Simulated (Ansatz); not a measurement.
`C[Si](C)(C)N` + H₂ → `C[SiH](C)C` + NH₃ at 600 K and 1 bar (hydrogenolysis of the Si–N bond).

Isolated molecules relaxed with PBE0-D4/def2-TZVP in Ansatz; ΔE leaves out vibrations. CCSD(T)/CBS adds triple-zeta CCSD(T) − MP2 to the extrapolated MP2 energy (def2 sets, frozen cores). This one scheme is used for every species. One conformer a species, not always the lowest.

| species | CCSD(T)/CBS energy (Eh) | H − E (kJ/mol) | S (J/(mol·K)) |
| --- | --- | --- | --- |
| `C[Si](C)(C)N` | -464.63944 | 441.7 | 504.0 |
| H₂ | -1.17544 | 43.9 | 150.8 |
| `C[SiH](C)C` | -409.29330 | 380.8 | 437.5 |
| NH₃ | -56.50880 | 112.4 | 219.5 |

H − E and S are ideal-gas, rigid-rotor, harmonic terms from PBE0-D4/def2-TZVP, for one conformer and one mirror image of each species. The MP2-based limit puts H₂ 0.8 mEh under its directly extrapolated value; such offsets cancel only in part. 1 Eh = 2625.50 kJ/mol, R = 8.31446 J/(mol·K).

Problem. By hand: ΔE, ΔH, ΔS and ΔG.

Solution. ΔE = (-409.29330) + (-56.50880) − (-464.63944) − (-1.17544) = 0.01278 Eh = 33.6 kJ/mol. Δ(H − E) = 380.8 + 112.4 − 441.7 − 43.9 = 7.6, so ΔH = 41.2 kJ/mol. ΔS = 437.5 + 219.5 − 504.0 − 150.8 = 2.2 J/(mol·K). ΔG = 41.2 − 600 × (2.2)/1000 = 39.9 kJ/mol.

Problem. By hand: the equilibrium constant, and the temperature at which ΔG would vanish if ΔH and ΔS stayed fixed.

Solution. log₁₀ K = −ΔG/(RT ln 10) = -3.5. ΔG = 0 at ΔH/ΔS = 18727 K, far beyond where these terms or the molecules hold.

The number of gas molecules stays the same, so ΔS is small and ΔH decides. A doubt of 5 kJ/mol in ΔE shifts log₁₀ K by 0.4 here. Other conformers and mirror images would add mixing entropy, several J/(mol·K) or more a flexible species. These are equilibria of isolated gas molecules and say nothing of rates. Largest T1 diagnostic: 0.009 (customary marks: 0.02 for closed shells, 0.045 for open ones).
